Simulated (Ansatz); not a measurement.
Saddle point of SnHBrCl₂, singlet (SnHBrCl₂ ([Cl][Sn]([Cl])[BrH]) → SnBrCl + HCl; bonds formed: Cl3–H4; dative contacts that become bonds: Sn1–Br5; bonds broken: Sn1–Cl3, H4–Br5), PBE0-D4/def2-TZVP structure:

Sn1  (0.632, 1.162, 0.502)
Cl2  (-0.539, 0.359, 2.390)
Cl3  (1.338, -1.149, -0.366)
H4  (-0.106, -0.686, -1.112)
Br5  (-1.325, 0.313, -1.413)
(Å)

Energies are electronic, without zero-point energy. Barriers and step energies count from the start structure reached by relaxing down the imaginary mode; all methods use the PBE0-D4 structures, on which another method's saddle can fall below an end. Computed with Ansatz 0.2.0 (basis: def2-TZVPP, with def2-QZVPP for the basis limit); correlated methods freeze the cores. Filled d shells of the heavier atoms are correlated. Core potentials replace the inner electrons of the atoms past krypton. The def2 sets are not built for correlating such inner shells, so the correlated values are less sure here. B3LYP uses VWN-RPA correlation. Extrapolation: Hartree–Fock as exp(−7.88 √X), correlation as X^−2.97.

```json
{"method": "SPW92", "barrier (eV)": "?", "step energy (eV)": "-0.141"}
{"method": "PBE-D4", "barrier (eV)": "-0.049", "step energy (eV)": "-0.146"}
{"method": "BLYP-D4", "barrier (eV)": "0.043", "step energy (eV)": "-0.136"}
{"method": "r2SCAN-D4", "barrier (eV)": "-0.006", "step energy (eV)": "-0.142"}
{"method": "B97M-V", "barrier (eV)": "0.153", "step energy (eV)": "-0.102"}
{"method": "PBE0-D4", "barrier (eV)": "?", "step energy (eV)": "-0.157"}
{"method": "B3LYP-D4", "barrier (eV)": "0.108", "step energy (eV)": "-0.146"}
{"method": "r2SCAN0-D4", "barrier (eV)": "0.066", "step energy (eV)": "-0.156"}
{"method": "BHLYP-D4", "barrier (eV)": "0.225", "step energy (eV)": "-0.158"}
{"method": "CAM-B3LYP-D4", "barrier (eV)": "0.168", "step energy (eV)": "-0.136"}
{"method": "wB97X-V", "barrier (eV)": "0.191", "step energy (eV)": "-0.135"}
{"method": "wB97M-V", "barrier (eV)": "?", "step energy (eV)": "-0.143"}
{"method": "B2PLYP", "barrier (eV)": "0.136", "step energy (eV)": "-0.144"}
{"method": "PBE-QIDH", "barrier (eV)": "0.112", "step energy (eV)": "-0.155"}
{"method": "RPA on PBE", "barrier (eV)": "0.183", "step energy (eV)": "-0.117"}
{"method": "HF", "barrier (eV)": "0.502", "step energy (eV)": "-0.169"}
{"method": "MP2", "barrier (eV)": "0.121", "step energy (eV)": "-0.139"}
{"method": "CCSD", "barrier (eV)": "0.267", "step energy (eV)": "-0.134"}
{"method": "CCSD(T)", "barrier (eV)": "0.199", "step energy (eV)": "-0.132"}
```

Fill in the withheld barriers. (An estimate is asked for; the value comes from the calculation.)

Computed: PBE0-D4 0.041; wB97M-V 0.182; SPW92 -0.182 eV. Each is the energy of the saddle less that of the start structure, by the same method.

For comparison, the barrier by CCSD(T) at an estimated basis limit (MP2 extrapolated from triple and quadruple zeta, plus CCSD(T) − MP2 in triple zeta) is 0.146 eV.

No T1 diagnostic of these runs exceeds 0.012.

Labels in which every atom is bracketed show which atoms are joined, not bond orders.

For scale, one of the runs: CCSD(T)/def2-TZVPP, 196 basis functions (an equivalent command: `ansatz run in.yaml --threads 4`). Time: 110 s of wall clock on 4 CPU threads; the host was shared. Peak host memory: 2.5 GiB.
